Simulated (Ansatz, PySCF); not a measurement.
Species: KI, charge 1, multiplicity 2. 
Geometry from a B3LYP-D3(BJ)/def2-TZVP (Ansatz, a program for electronic structure) optimisation:
```
I
K 1 3.6118
```
Charge +1, spin multiplicity 2.

Total electronic energies in hartree. Correlated levels leave the core frozen unless marked. Open shells are spin-unrestricted. Spin-orbit coupling is left out. The frozen core is the preceding noble-gas configuration, with the filled d and f shells of earlier blocks. The outer core of K, Ca and their heavier congeners is not correlated, a term that matters for these elements. In def2 rows, elements after Kr have scalar-relativistic effective core potentials. Basis-set limits of correlation are two-point, X^-3; Hartree-Fock from the larger set.

```json
[
 {"level": "HF/def2-QZVPP", "program": "Ansatz", "energy (Eh)": "-895.68518"},
 {"level": "TPSS-D3(BJ)/def2-TZVPD", "program": "PySCF + dftd3", "energy (Eh)": "-897.34702"},
 {"level": "M06-L-D4/def2-TZVPD", "program": "PySCF + dftd4", "energy (Eh)": "-897.60718"},
 {"level": "TPSSh-D3(BJ)/def2-TZVPD", "program": "PySCF + dftd3", "energy (Eh)": "-897.36464"},
 {"level": "r2SCAN0-D4/def2-TZVPD", "program": "Ansatz + dftd4", "energy (Eh)": "-897.49835"},
 {"level": "HSE06/def2-TZVPD", "program": "Ansatz", "energy (Eh)": "-897.27197"},
 {"level": "CAM-B3LYP-D4/def2-TZVPD", "program": "Ansatz + dftd4", "energy (Eh)": "-897.46677"},
 {"level": "RI-MP2/CBS(def2-TZVPPD,def2-QZVPPD)", "program": "Ansatz", "energy (Eh)": "-895.8278"},
 {"level": "CCSD(T)/CBS(def2-TZVPPD,def2-QZVPPD)", "program": "Ansatz", "energy (Eh)": "-895.8520"}
]
```

Totals of different functionals don't rank their quality; only differences between species are comparable.
